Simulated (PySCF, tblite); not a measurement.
Isomers of C5H5N2 (doublet state), one GFN2-xTB conformer each. Single-point energies are computed at B3LYP/pcH-1 (PySCF, gas phase, no added dispersion term), electronic only. GFN2-xTB treats the open shell by occupation alone, and not every SCF solution was tested for stability.

Question: Rank them by B3LYP/pcH-1 energy, lowest first (kcal/mol).
A. `[CH2:1]=[N:2][C:3](=[CH2:4])[CH:5][C:6]#[N:7]` (doublet state) with C1–N2–C3–C4 130°, N2–C3–C5–C6 7°
B. `[CH2:1][C@@H:2]1[CH2:3][N:4]=[C:5]1[C:6]#[N:7]` (doublet state) with H–C1–C2–C3 13° and 176°
C. `[H]/[C:1]=[C:2](/[CH2:3][C:4]#[N:5])[N:6]=[CH2:7]` (doublet state) with C1–C2–C3–C4 -107°, C1–C2–N6–C7 49°

Answer: A (0.0), B (29.4), C (32.4).

Neighbours under 5.0 kcal/mol apart ([CH2][C@@H]1CN=C1C#N and [H]/[C]=C(/CC#N)N=C) can change places with a better method, another conformer or zero-point energy. GFN2-xTB itself gives, in the same order: 0.0, 20.4, 31.6. Both levels put the same isomer lowest; measured from each level's own lowest isomer, the values differ by up to 9.0 kcal/mol ([CH2][C@@H]1CN=C1C#N: 20.4 against 29.4).

Question: What happens when harmonic zero-point energies from GFN2-xTB frequencies are added?

Answer: 
```
              SMILES  ZPE (kcal/mol)  electronic (kcal/mol)  with ZPE (kcal/mol)
     C=NC(=C)[CH]C#N            52.7                    0.0                  0.0
[CH2][C@@H]1CN=C1C#N            53.5                   29.4                 30.2
 [H]/[C]=C(/CC#N)N=C            52.5                   32.4                 32.2
```

The zero-point energies span 1.0 kcal/mol. The order is unchanged.
